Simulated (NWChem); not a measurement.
Molecule: BH₃S₂; SMILES SBS

```xyz
6

B      0.0000     0.0000    -0.6984
H      0.0000     0.0000    -1.8870
S     -1.5554     0.0000     0.2212
H     -2.3756     0.0000    -0.8499
S      1.5554     0.0000     0.2212
H      2.3756     0.0000    -0.8499
```
Atoms are numbered in this order, from 1.

Results from NWChem. Pople sets run with spherical d functions. The geometry was optimised at B3LYP/6-31G* (spherical d). Hybrids' shares of exact exchange are those that their runs print; pure functionals count as 0. The functionals differ in more than this share.

```csv
row,share of exact exchange,highest occupied level (eV)
PBE/6-31G*,0.00,-6.27
KT2/6-31G*,0.00,-6.33
B3LYP/6-31G*,0.20,-7.17
B3PW91/6-31G*,0.20,-7.27
B97-2/6-31G*,0.21,-7.23
MPW1K/6-31G*,0.43,withheld
```

**Question.** Fit a straight line of the last column on the one before it, predict the withheld value, and compare with the run.

**Answer.** 
1. Means of the 5 shown rows: x = 0.122, y = -6.854. Slope Σ(x − x̄)(y − ȳ)/Σ(x − x̄)² = -0.2254/0.04968 = -4.536; intercept -6.301.
2. The shown rows scatter about the line by 0.039 (root mean square); the largest residual is -0.06, at B3PW91/6-31G*.
3. At x = 0.43 (MPW1K/6-31G*; beyond the shown range) the line gives -8.25.
4. The run gives -8.35, -0.10 from the line, 2.6 times the scatter.
